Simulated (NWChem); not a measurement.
# C₂H₂BF₂N; SMILES N#CCB(F)F

```xyz
8

N      0.6814     2.5088     0.0000
C     -0.0484     1.6103     0.0000
C     -0.9383     0.4601     0.0000
B     -0.0915    -0.8765     0.0000
F      0.2683    -1.4504    -1.1253
F      0.2683    -1.4504     1.1253
H     -1.5801     0.5045     0.8940
H     -1.5801     0.5045    -0.8940
```
Atoms are numbered in this order, from 1.

This is a stationary point of PBE0/def2-SVP (NWChem), point group Cs. 

Problem. Is it a minimum? If not, what does it relax to?

Solution. No. It has an imaginary frequency of 26i cm⁻¹. Following that mode (on a finer grid) lowers the energy by 1.1 kcal/mol and ends, with real frequencies alone, at point group Cs:
```xyz
8

N      0.4287     2.5553     0.6661
C     -0.1297     1.6336     0.2454
C     -0.8211     0.4705    -0.2782
B     -0.0912    -0.9087    -0.0489
F     -0.6575    -2.0091    -0.4973
F      1.0589    -1.0145     0.5701
H     -1.8293     0.4012     0.1668
H     -0.9903     0.5911    -1.3627
```
